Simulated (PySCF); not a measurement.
ClH4NSi2, BClH4NSi (calculated)

Calculation on a computer-drawn molecule: the log of a Hartree-Fock and frozen-core CCSD(T) single point meant for a local Hartree-Fock minimum, with one planted fault or none, to be diagnosed. Offsets are logged minus clean, where the clean run is the same molecule without the fault. The reference is restricted for singlets and unrestricted otherwise, and also for a bond in bohr or an excited solution. Adding or removing an electron swaps singlet and doublet. The excited solution moves the top pair (singlet) or top alpha electron (doublet) to the lowest empty orbital. Highest occupied and lowest empty are orbital energies over both spins, largest force is the largest gradient component, triples share is (T) over the correlation energy, the T1 limit is 0.02 restricted and 0.045 unrestricted, electrons count all cores, a negative frequency is imaginary (commonest isotopes), and the dipole is about the centre of nuclear charge. Program: PySCF 2.14.0.

Common to all runs: meant charge 0; meant basis cc-pV(D+d)Z; logged SCF converged yes; logged CC converged yes; logged SCF stable within its kind yes; possible faults no fault, one electron removed, one electron added, multiplicity raised by two, geometry at a saddle point, SCF held on an excited solution, minimal basis STO-3G, one bond length entered in bohr, all coordinates scaled.

(1) ClH4NSi2

Logged structure:
```xyz
8
ClH4NSi2
Si     1.5989    -1.2159    -2.3673
N      1.1694     0.0414    -1.5460
Si     0.1176     0.8018    -0.4837
Cl    -1.4569    -0.4492     0.1231
H      2.7962    -1.2136    -3.2191
H      0.9045    -2.5137    -2.4050
H      1.3980     1.5465     1.8711
H     -0.5361     1.9649    -1.1061
```

- meant multiplicity: 1
- logged electrons: 56
- logged basis functions: 103
- logged spin squared: 0.8146
- logged highest occupied: -8.4418 eV
- logged lowest empty: 0.88017 eV
- logged largest force: 0.010464 hartree/bohr
- logged T1 diagnostic: 0.045221
- logged D1 diagnostic: 0.22176
- logged triples share: 0.036021
- logged dipole magnitude: 4.4423 debye
- logged energy HF: -1094.09681 hartree
- logged energy CCSD(T): -1094.64259 hartree
- planted fault: one bond length entered in bohr, row 6 of the drawn bonds
- HF energy offset from clean run: 72.12 kcal/mol
- CCSD(T) energy offset from clean run: 76.95 kcal/mol

Drawn bonds:
```
atom  other atom  order
   1           2      2
   2           3      1
   3           4      1
   1           5      1
   1           6      1
   3           7      1
   3           8      1
```

Notes: T1 above single-reference limit.

(2) ClH4NSi2

Logged structure:
```xyz
8
ClH4NSi2
Si     1.5989    -1.2159    -2.3673
N      1.1694     0.0414    -1.5460
Si     0.1176     0.8018    -0.4837
Cl    -1.4569    -0.4492     0.1231
H      2.7962    -1.2136    -3.2191
H      0.9045    -2.5137    -2.4050
H      0.7951     1.1959     0.7624
H     -0.5361     1.9649    -1.1061
```

- meant multiplicity: 1
- logged electrons: 56
- logged basis functions: 36
- logged spin squared: 0
- logged highest occupied: -7.5821 eV
- logged lowest empty: 6.5596 eV
- logged largest force: 0.024797 hartree/bohr
- logged T1 diagnostic: 0.016682
- logged D1 diagnostic: 0.070257
- logged triples share: 0.027789
- logged dipole magnitude: 3.7951 debye
- logged energy HF: -1081.85575 hartree
- logged energy CCSD(T): -1082.05227 hartree
- planted fault: minimal basis STO-3G
- HF energy offset from clean run: 7754 kcal/mol
- CCSD(T) energy offset from clean run: 7977 kcal/mol

Drawn bonds:
```
atom  other atom  order
   1           2      2
   2           3      1
   3           4      1
   1           5      1
   1           6      1
   3           7      1
   3           8      1
```

(3) BClH4NSi

Logged structure:
```xyz
8
BClH4NSi
Si    -0.4324     1.1968    -1.0431
N      1.2677     0.8006    -0.8126
B      1.8869    -0.4431    -0.6704
Cl     0.9125    -1.9414    -0.7338
H     -0.4799     2.6672    -1.2252
H     -0.9915     0.5062    -2.2252
H      1.8889     1.5862    -0.7381
H      3.0623    -0.5579    -0.5039
```

- meant multiplicity: 2
- logged electrons: 48
- logged basis functions: 94
- logged spin squared: 0
- logged highest occupied: -0.39276 eV
- logged lowest empty: 8.1729 eV
- logged largest force: 0.065712 hartree/bohr
- logged T1 diagnostic: 0.018445
- logged D1 diagnostic: 0.080922
- logged triples share: 0.029217
- logged dipole magnitude: 5.8165 debye
- logged energy HF: -829.956 hartree
- logged energy CCSD(T): -830.52561 hartree
- planted fault: one electron added
- HF energy offset from clean run: 14.19 kcal/mol
- CCSD(T) energy offset from clean run: -8.789 kcal/mol

Drawn bonds:
```
atom  other atom  order
   1           2      1
   2           3      1
   3           4      1
   1           5      1
   1           6      1
   2           7      1
   3           8      1
```
